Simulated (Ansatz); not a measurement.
Isolated molecules relaxed with PBE0-D4/def2-TZVP in Ansatz; ΔE leaves out vibrations. CCSD(T)/CBS is the MP2 limit (def2-TZVPP, def2-QZVPP) plus CCSD(T) − MP2 in def2-TZVPP, frozen cores. DFT in def2-TZVPP. def2 core potentials past Kr. For In outer-core shells are correlated without core-valence functions, which leaves a few kJ/mol of doubt a bond. One conformer a species, not always the lowest.

`C[CH2][InH2]` + `COC(=O)O` → `COC(=O)OC` + `[CH3][InH2]`  (substitution at a C–C bond)

```json
{"species": "`C[CH2][InH2]`", "revPBE energy (Eh)": "-270.57544"}
{"species": "`COC(=O)O`", "revPBE energy (Eh)": "-304.34922"}
{"species": "`COC(=O)OC`", "revPBE energy (Eh)": "-343.64691"}
{"species": "`[CH3][InH2]`", "revPBE energy (Eh)": "-231.26668"}
```

Question: Work out ΔE.

Answer: ΔE = (-343.64691) + (-231.26668) − (-270.57544) − (-304.34922) = 0.01107 Eh = +29.1 kJ/mol. CCSD(T)/CBS gives +29.7 kJ/mol.

Largest T1 diagnostic among the species: 0.014.

Leaving LDA and LC-ωPBE aside and taking each functional with its dispersion term where it has one, the values, not all of them listed here, spread over 8.2 kJ/mol, from CAM-B3LYP-D4 to PBE-QIDH. In def2-TZVPP, CCSD(T) changes the Hartree–Fock value by +8.6 kJ/mol (the triples alone add −0.0 kJ/mol) and MP2 by +13.3 kJ/mol.
